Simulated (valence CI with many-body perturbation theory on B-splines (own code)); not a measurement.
# Which ion has this spectrum?

A relativistic CI+MBPT calculation for an atom or ion with 15 electrons gives these levels (cm⁻¹):

```
  J  Parity       E     g
3/2     odd       0  2.00
3/2     odd   32417  0.82
5/2     odd   33484  1.20
1/2     odd   54507  0.67
3/2     odd   55947  1.31
5/2    even  194426  1.60
3/2    even  198052  1.73
1/2    even  199910  2.67
3/2    even  241093  0.80
5/2    even  241551  1.20
3/2    even  278120  1.33
1/2    even  281236  0.81
1/2    even  290629  1.86
3/2    even  307429  0.41
```

The energies are calculated, with errors of about 130 cm⁻¹, more in some levels.

Task: Which is it?
A. Cr9+
B. Ti7+
C. V8+
D. Ca5+

Result: B. Ti7+, ground level 3s2 3p3 4S°_3/2.
